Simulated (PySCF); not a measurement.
A structure optimised at PBE-D3(BJ)/def2-SVP, used in a PySCF frequency run:

```
C
H 1 1.0872
C 1 1.4849 2 144.74
H 3 1.0872 1 144.74 2 0.00
C 1 1.4849 2 144.74 3 -120.00
H 5 1.0872 1 144.74 2 0.00
C 1 1.4849 2 144.74 3 120.00
H 7 1.0872 1 144.74 2 0.00
```
Charge 0, spin multiplicity 1.

**Question.** Write its SMILES, formula and point group.

**Answer.** C12C3C1C23, C4H4, Td

**Question.** What are its rotational constants (standard atomic weights)?

**Answer.** 13.586, 13.586, 13.586 GHz
